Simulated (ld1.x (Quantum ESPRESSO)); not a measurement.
The numbers below are computed, except where a source is named.
**Potentials for boron compared**

Generated with ld1.x 7.5 (TM, RRKJ, ultrasoft, PAW), atompaw 4.2 or ONCVPSP 4.0.1. The cutoff is in Ry: for ld1.x and atompaw files where the sum of valence levels is converged to 10 mRy in a Bessel basis, for ONCV files where the hardest occupied wave has 1 mHa per electron of residual kinetic energy. The error is the largest all-electron minus pseudo excitation energy over each file’s own four to seven test configurations (ionisations up to +4, promotions, holes and added fractions of an electron), all of which were solved. The labels leave out finer settings (local radius, basis sizes, second energies), which also bear on the numbers. Spin-polarised tests are not counted. The rows are a selection from randomly drawn settings: files with unsolved tests, undetermined cutoffs or missed reference levels are left out.

| potential | cutoff (Ry) | largest error (meV) | bound ghosts |
| --- | --- | --- | --- |
| ultrasoft, LDA (PZ), non-relativistic, rc 1.35/2.30 (sp), local smoothed, core correction no, reference 2s1 2p0 | 10 | +277 | none |
| TM, PBE, non-relativistic, rc 1.70/2.45 (sp), local smoothed, core correction no, reference 2s2 2p1 | 18 | +153 | none |
| RRKJ, PBEsol, non-relativistic, rc 1.15/3.00 (sp), local s, core correction yes, reference 2s2 2p0 | 21 | +197 | none |
| RRKJ, PBE, scalar-relativistic, rc 1.40/1.90/1.65 (spd), local d, core correction yes, reference 2s1 2p0 | 35 | +229 | none |
| TM, LDA (PZ), scalar-relativistic, rc 1.50/2.65 (sp), local p, core correction no, reference 2s2 2p1 | 18 | +204 | none |
| ultrasoft, PBE, non-relativistic, rc 1.25/1.85 (sp), local smoothed, core correction yes, reference 2s2 2p1 | 18 | +36 | none |
| ultrasoft, PBE, non-relativistic, rc 1.70/4.65/4.90 (spd), local smoothed, core correction no, reference 2s2 2p1 | 6 | +124 | none |
| RRKJ, PBEsol, scalar-relativistic, rc 1.45/3.40/2.75 (spd), local p, core correction yes, reference 2s1.5 2p1.5 | 35 | +487 | none |

Problem. Fill in the row for B: RRKJ, PBE, scalar-relativistic, rc 1.50/2.75/2.45 (spd), local smoothed, core correction yes, reference 2s2 2p1.

Solution. cutoff 30 Ry, largest error +261 meV, bound ghosts: none.
